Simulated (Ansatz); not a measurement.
Species: AlH, charge 0, triplet. This triplet is an excited state, 1.9 eV above the singlet at CCSD(T)/cc-pV(5+d)Z (Ansatz, a first-principles code). AlH (SMILES [AlH], triplet).
B3LYP-D3(BJ)/def2-TZVP minimum from Ansatz:
```xyz
2

Al     0.0000     0.0000    -0.1147
H      0.0000     0.0000     1.4914
```
Charge 0, spin multiplicity 3.

Total energies in cc-pV(Q+d)Z, 4 correlated electrons, 5 frozen orbitals. Radicals and triplets start from unrestricted determinants; spin-orbit coupling is neglected. Correlated methods leave the cores frozen. No relativity. Full CI freezes restricted core orbitals and the other rows unrestricted ones, which leaves a small offset even where coupled cluster is exact. The spin of HAl ([AlH], triplet) was assumed, and the state is the lowest solution found for it.

```json
[
 {"method": "HF", "program": "Ansatz", "energy (Eh)": "-242.42170", "error against FCI (mEh)": "60.30"},
 {"method": "MP2", "program": "Ansatz", "energy (Eh)": "-242.46628", "error against FCI (mEh)": "15.73"},
 {"method": "CCSD", "program": "Ansatz", "energy (Eh)": "-242.47983", "error against FCI (mEh)": "2.17"},
 {"method": "CCSD(T)", "program": "Ansatz", "energy (Eh)": "-242.48144", "error against FCI (mEh)": "0.57"},
 {"method": "CCSDT(Q)", "program": "Ansatz", "energy (Eh)": "-242.48204", "error against FCI (mEh)": "-0.03"},
 {"method": "FCI", "program": "Ansatz", "energy (Eh)": "-242.48200", "error against FCI (mEh)": "0.00"}
]
```

Rough core times of Ansatz's runs on a shared machine: CCSD(T) under 20 s, CCSDT(Q) 70 s, FCI 70 s.
